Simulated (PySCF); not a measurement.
# Electron correlation in Pb(2+) (lead, charge +2)

[Xe] 4f14 5d10 6s2, closed-shell 1S. Computed with PySCF 2.14 in aug-cc-pwCVTZ-PP with ECP60MDF, with a scalar-relativistic core potential. Frozen: 5s2 5p6 5d10; 2 electrons correlated.

With two correlated electrons CCSD is exact within the correlated space (frozen core and kept virtual orbitals).

```tsv
level	correlation energy (mhartree)
CCSD	-28.20
```

Diagnostics: T1 = 0.0027, D1 = 0.0039, largest double amplitude 0.077.

Cost of the coupled-cluster step: of the order of 4 core-seconds, for 2 correlated electrons.
